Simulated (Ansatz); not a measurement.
`C[SiH2]N[SiH2]O`. The species carries charge 0 and has multiplicity 1. The geometry is a stationary point of PBE0-D4/def2-TZVP. It is one conformer, not always the lowest.

```xyz
14

C     2.017   -1.010   -1.022
Si    0.577   -0.941    0.161
N    -0.021    0.672    0.370
Si   -1.626    1.232    0.119
O    -2.719    0.693    1.225
H     1.730   -0.636   -2.007
H     2.852   -0.404   -0.658
H     2.375   -2.037   -1.133
H     1.007   -1.527    1.463
H    -0.574   -1.729   -0.355
H     0.632    1.362    0.711
H    -1.540    2.718    0.140
H    -2.165    0.725   -1.161
H    -2.545    0.883    2.148
```

Problem. What is the dipole moment at ωB97M-V/def2-TZVPP? (Estimate.)

Solution. The calculation gave: 2.34 D, with components (1.99, 0.88, 0.88) D in this frame, pointing from negative to positive charge.

Problem. And with PBE, r2SCAN, B3LYP? (Best estimate.)

Solution. Ansatz gave: PBE 2.28 D, r2SCAN 2.34 D, B3LYP 2.32 D.

Problem. Give the Mulliken charges with ωB97M-V, r2SCAN, PBE in def2-TZVPP. (An estimate is asked.)

Solution. The calculation gave: 
```
atom  ωB97M-V  r2SCAN    PBE
  C1    -0.44   -0.30  -0.37
 Si2     0.34    0.42   0.31
  N3    -0.37   -0.42  -0.29
 Si4     0.43    0.54   0.41
  O5    -0.37   -0.41  -0.35
  H6     0.12    0.08   0.11
  H7     0.11    0.07   0.10
  H8     0.11    0.07   0.10
  H9    -0.05   -0.10  -0.08
 H10    -0.03   -0.08  -0.06
 H11     0.10    0.14   0.13
 H12    -0.07   -0.11  -0.10
 H13    -0.04   -0.09  -0.08
 H14     0.17    0.19   0.18
```

B3LYP here is the variant with VWN-RPA as its local correlation; programs differ in this.
